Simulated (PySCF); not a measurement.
Electron correlation in K²⁺ (potassium, charge +2)

[Ne] 3s2 3p5, 2P determinant. All numbers are calculated (PySCF 2.14, scalar relativity by spin-free X2C-1e, in aug-cc-pVDZ-X2C (6s5p3d, 36 functions)). Frozen: [Ne] 3s2; 5 electrons correlated.

Total MP2 correlation energy: -2.03 mhartree.

Same-spin part -0.64 and opposite-spin part -1.39 mhartree; SCS-MP2 scales them by 1/3 and 6/5 to -1.88 mhartree.

| level | correlation energy (mhartree) |
| --- | --- |
| CCSD | -2.13 |
| (T) | 0.00 |
| CCSD(T) | -2.13 |

Diagnostics: T1 = 0.00044, D1 = 0.0007, largest double amplitude 0.006.

Question: Is a single reference adequate?

Answer: Yes: T1 lies below 0.03 and no double amplitude reaches 0.07.
